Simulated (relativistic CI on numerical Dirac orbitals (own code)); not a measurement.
**Hg IV: computed level list**

Calculated at this level of theory: Dirac-Coulomb-Breit CI, orbitals from a KLI potential per configuration, a model potential for QED, valence Slater integrals scaled by 0.85, P86 correlation estimate, and configurations built on the next ion tied to the tabulated ionisation energy (semi-empirical) (own radial code, finite nucleus).

Configuration list (outside the closed core [Kr] 4d10 4f14 5s2): 5p⁶5d⁹, 5p⁶5d⁸6s, 5p⁶5d⁸6p, 5p⁶5d⁸6d, 5p⁶5d⁸7s, 5p⁶5d⁸5f, 5p⁶5d⁸6f, 5p⁶5d⁷6s², 5p⁶5d⁷6s6p, 5p⁶5d⁷5f², 5p⁶5d⁸7p, 5p⁶5d⁸7d, 5p⁵5d¹⁰, 5p⁶5d⁸5g, 5p⁶5d⁸7f, 5p⁶5d⁷6p², 5p⁶5d⁷6s7s, 5p⁶5d⁷5f6s, 5p⁶5d⁷6p7s. Levels of other configurations are missing.

The lowest level is 5p⁶5d⁹ ²D5/2, with 99 % of that term; Hund's rules for 5p⁶5d⁹ give ²D with J = 5/2, in agreement.

```
No.  Configuration  Term     J  E (cm⁻¹)   %  Next component (%)  Landé g        jj configuration (%)
  1         5p⁶5d⁹    ²D   5/2       0.0  99                        1.200                5d5/2^5 (99)
  2         5p⁶5d⁹    ²D   3/2   14801.1  99       1 5p⁶5d⁸6s ²D    0.799        5d3/2^3 5d5/2^6 (99)
  3       5p⁶5d⁸6s    ⁴F   9/2   71673.3  96                4 ²G    1.325             5d5/2^4 6s (93)
  4       5p⁶5d⁸6s    ⁴F   7/2   77700.8  62               33 ²F    1.189             5d5/2^4 6s (80)
  5       5p⁶5d⁸6s    ²D   5/2   82146.7  40               37 ⁴P    1.308             5d5/2^4 6s (90)
  6       5p⁶5d⁸6s    ²D   3/2   83613.0  47               34 ⁴F    0.786             5d5/2^4 6s (82)
  7       5p⁶5d⁸6s    ⁴F   5/2   88761.4  68               17 ⁴P    1.104     5d3/2^3 5d5/2^5 6s (87)
  8       5p⁶5d⁸6s    ²F   7/2   90020.1  59               37 ⁴F    1.170     5d3/2^3 5d5/2^5 6s (83)
  9       5p⁶5d⁸6s    ⁴P   1/2   94915.2  82               15 ²S    2.518             5d5/2^4 6s (68)
 10       5p⁶5d⁸6s    ⁴P   3/2   95735.4  57               32 ⁴F    1.265     5d3/2^3 5d5/2^5 6s (79)
 11       5p⁶5d⁸6s    ²F   5/2   97617.7  46               37 ⁴P    1.190     5d3/2^3 5d5/2^5 6s (98)
 12       5p⁶5d⁸6s    ²P   3/2  100920.4  39               36 ⁴P    1.281     5d3/2^3 5d5/2^5 6s (74)
 13       5p⁶5d⁸6s    ²G   9/2  103804.6  95                4 ⁴F    1.120     5d3/2^3 5d5/2^5 6s (92)
 14       5p⁶5d⁸6s    ²G   7/2  104612.9  91                7 ²F    0.909     5d3/2^3 5d5/2^5 6s (96)
 15       5p⁶5d⁸6s    ²P   1/2  105948.6  86                7 ⁴P    0.869     5d3/2^3 5d5/2^5 6s (82)
 16       5p⁶5d⁸6s    ²D   3/2  111155.3  45               36 ²P    0.934     5d3/2^2 5d5/2^6 6s (67)
 17       5p⁶5d⁸6s    ²D   5/2  111451.2  41               38 ²F    1.084     5d3/2^2 5d5/2^6 6s (92)
 18       5p⁶5d⁸6s    ²S   1/2  136263.6  79               11 ⁴P    1.949     5d3/2^2 5d5/2^6 6s (82)
 19       5p⁶5d⁸6p   ⁴D°   7/2  141019.7  63              18 ⁴F°    1.337          5d5/2^4 6p1/2 (90)
 20       5p⁶5d⁸6p   ²G°   9/2  143892.7  39              33 ⁴G°    1.173          5d5/2^4 6p1/2 (93)
 21       5p⁶5d⁸6p   ²D°   3/2  149503.7  35              27 ²P°    1.205          5d5/2^4 6p1/2 (94)
 22       5p⁶5d⁸6p   ²F°   5/2  149862.8  34              24 ⁴D°    1.096          5d5/2^4 6p1/2 (84)
 23     5p⁶5d⁷6s²‡    ⁴F   9/2  155062.4  79               17 ²G    1.287                5d5/2^3 (86)
 24       5p⁶5d⁸6p   ⁴D°   5/2  156143.1  43              31 ⁴F°    1.101  5d3/2^3 5d5/2^5 6p1/2 (80)
 25       5p⁶5d⁸6p   ⁴G°   7/2  156682.8  61              16 ²G°    1.036  5d3/2^3 5d5/2^5 6p1/2 (87)
 26       5p⁶5d⁸6p   ⁴G°  11/2  158878.7  94               5 ²H°    1.263          5d5/2^4 6p3/2 (94)
 27       5p⁶5d⁸6p   ²P°   1/2  160059.0  47              34 ⁴D°    0.764          5d5/2^4 6p1/2 (56)
 28       5p⁶5d⁸6p   ⁴F°   9/2  161274.8  66              29 ²G°    1.256          5d5/2^4 6p3/2 (92)
 29       5p⁶5d⁸6p   ⁴D°   3/2  162082.6  53              18 ⁴P°    1.177  5d3/2^3 5d5/2^5 6p1/2 (79)
 30       5p⁶5d⁸6p   ²F°   7/2  162464.8  61              24 ⁴D°    1.198          5d5/2^4 6p3/2 (68)
 31       5p⁶5d⁸6p   ⁴P°   5/2  163851.7  28              25 ⁴G°    1.110  5d3/2^3 5d5/2^5 6p1/2 (55)
 32       5p⁶5d⁸6p   ⁴P°   1/2  164785.0  61              31 ⁴D°    1.783  5d3/2^3 5d5/2^5 6p1/2 (87)
 33       5p⁶5d⁸6p   ²D°   5/2  165481.9  69              13 ²F°    1.176          5d5/2^4 6p3/2 (69)
 34       5p⁶5d⁸6p   ²D°   3/2  166359.5  27              26 ⁴D°    1.193          5d5/2^4 6p3/2 (41)
 35     5p⁶5d⁷6s²‡    ²P   3/2  167887.5  36               24 ²D    1.103                5d5/2^3 (87)
 36     5p⁶5d⁷6s²‡    ⁴F   7/2  168242.5  93                5 ²G    1.220        5d3/2^3 5d5/2^4 (92)
 37     5p⁶5d⁷6s²‡    ⁴F   5/2  168743.2  47               31 ²D    1.170                5d5/2^3 (66)
 38       5p⁶5d⁸6p   ²F°   7/2  168956.8  50              29 ⁴D°    1.180          5d5/2^4 6p3/2 (85)
 39       5p⁶5d⁸6p   ²D°   5/2  170313.4  62              13 ²F°    1.156          5d5/2^4 6p3/2 (63)
 40       5p⁶5d⁸6p   ²H°   9/2  171337.8  79              16 ²G°    0.950  5d3/2^3 5d5/2^5 6p1/2 (90)
 41       5p⁶5d⁸6p   ²P°   1/2  172587.6  39              34 ⁴D°    0.767          5d5/2^4 6p3/2 (63)
 42       5p⁶5d⁸6p   ⁴D°   5/2  173457.2  31              28 ²F°    1.051  5d3/2^3 5d5/2^5 6p3/2 (78)
 43       5p⁶5d⁸6p   ²F°   7/2  173846.4  50              29 ⁴F°    1.136  5d3/2^3 5d5/2^5 6p1/2 (57)
 44       5p⁶5d⁸6p   ⁴G°   9/2  173919.0  63              29 ²G°    1.165  5d3/2^3 5d5/2^5 6p3/2 (98)
 45       5p⁶5d⁸6p   ⁴D°   3/2  175176.8  49              30 ²P°    1.147  5d3/2^3 5d5/2^5 6p1/2 (50)
 46       5p⁶5d⁸6p   ²F°   7/2  176217.5  43              30 ⁴F°    1.135  5d3/2^3 5d5/2^5 6p3/2 (69)
 47     5p⁶5d⁷6s²‡    ⁴F   3/2  176492.8  46               33 ⁴P    0.976        5d3/2^3 5d5/2^4 (85)
 48       5p⁶5d⁸6p   ²P°   3/2  177253.5  38              26 ⁴F°    1.008  5d3/2^3 5d5/2^5 6p3/2 (44)
 49     5p⁶5d⁷6s²‡    ⁴P   5/2  177710.6  70               26 ⁴F    1.440        5d3/2^3 5d5/2^4 (74)
 50     5p⁶5d⁷6s²‡    ²G   9/2  177931.0  51               30 ²H    1.087        5d3/2^3 5d5/2^4 (83)
 51       5p⁶5d⁸6p   ⁴P°   5/2  178227.9  23              23 ²D°    1.085  5d3/2^2 5d5/2^6 6p1/2 (47)
 52       5p⁶5d⁸6p   ²D°   3/2  181855.1  32              21 ⁴D°    1.067  5d3/2^3 5d5/2^5 6p3/2 (53)
 53       5p⁶5d⁸6p   ²F°   5/2  181976.7  51              15 ⁴P°    1.095  5d3/2^3 5d5/2^5 6p3/2 (68)
 54       5p⁶5d⁸6p   ⁴D°   7/2  182024.4  49              32 ²G°    1.184  5d3/2^3 5d5/2^5 6p3/2 (81)
 55       5p⁶5d⁸6p   ⁴D°   1/2  182148.7  56              33 ²P°    0.425  5d3/2^3 5d5/2^5 6p3/2 (56)
 56     5p⁶5d⁷6s²‡    ⁴P   1/2  182293.5  67               30 ²P    2.031        5d3/2^3 5d5/2^4 (92)
 57       5p⁶5d⁸6p   ²D°   3/2  183636.8  37              24 ⁴S°    1.266          5d5/2^4 6p3/2 (66)
 58     5p⁶5d⁷6s²‡    ²H  11/2  184673.7  98      2 5p⁶5d⁷6p² ²H    1.091        5d3/2^3 5d5/2^4 (98)
 59     5p⁶5d⁷6s²‡    ²G   7/2  187029.6  78               16 ²F    0.941        5d3/2^3 5d5/2^4 (74)
 60       5p⁶5d⁸6p   ²H°  11/2  187087.8  93               5 ⁴G°    1.100  5d3/2^3 5d5/2^5 6p3/2 (93)
 61       5p⁶5d⁸6p   ⁴D°   5/2  187239.0  45              27 ²D°    1.241  5d3/2^3 5d5/2^5 6p3/2 (88)
 62       5p⁶5d⁸6p   ²S°   1/2  187633.4  50              16 ²P°    1.595  5d3/2^3 5d5/2^5 6p3/2 (85)
 63       5p⁶5d⁸6p   ²D°   3/2  187679.3  53              37 ²P°    1.041  5d3/2^2 5d5/2^6 6p1/2 (44)
 64       5p⁶5d⁸6p   ²F°   5/2  188442.3  65              21 ²D°    0.983  5d3/2^3 5d5/2^5 6p3/2 (87)
 65       5p⁶5d⁸6p   ⁴S°   3/2  189719.4  41              37 ²D°    1.418  5d3/2^3 5d5/2^5 6p3/2 (89)
 66       5p⁶5d⁸6p   ²G°   7/2  192021.7  74              21 ²F°    0.948  5d3/2^3 5d5/2^5 6p3/2 (80)
 67     5p⁶5d⁷6s²‡    ²D   5/2  193105.5  63               24 ⁴F    1.185        5d3/2^2 5d5/2^5 (74)
 68     5p⁶5d⁷6s²‡    ⁴P   3/2  193119.2  38               24 ⁴F    1.161        5d3/2^2 5d5/2^5 (80)
 69       5p⁶5d⁸6p   ²G°   9/2  193667.4  81              13 ²H°    1.091  5d3/2^3 5d5/2^5 6p3/2 (89)
 70       5p⁶5d⁸6p   ²P°   3/2  194438.7  34              26 ²D°    1.082  5d3/2^2 5d5/2^6 6p3/2 (83)
```

Energies count from the lowest computed level; ° marks odd parity. Filled j subshells are mostly left out of the jj labels. ‡ marks configurations that were not tied to measured data.

The mean weight of the leading LS term, summed over parents, in these 70 levels is 58 %, and that of the leading jj configuration (from the same eigenvectors) 79 %, so jj coupling describes them better and the LS labels are nominal.

Configurations that consist of the next ion and one excited electron were tied to the tabulated ionisation energy; Rydberg ones are usually within 1,000 to 3,000 cm⁻¹ and the lowest ones within about 6,000 (9,000 in d shells), while levels on excited terms of the next ion carry the error of that term, and the other configurations can be misplaced by 10,000 cm⁻¹ or more. Rates follow the energies as ν³ (E1, M1) or ν⁵ (E2), so rates, branching and lifetimes can be off by large factors. The fine structure of a lone outer electron comes out too small, for d and f at times inverted, and misplaced configurations move strength between like terms.

LS names give the leading component of a level, which can be under half, so a name can repeat, a term be missing and a line seem to break the LS rules.
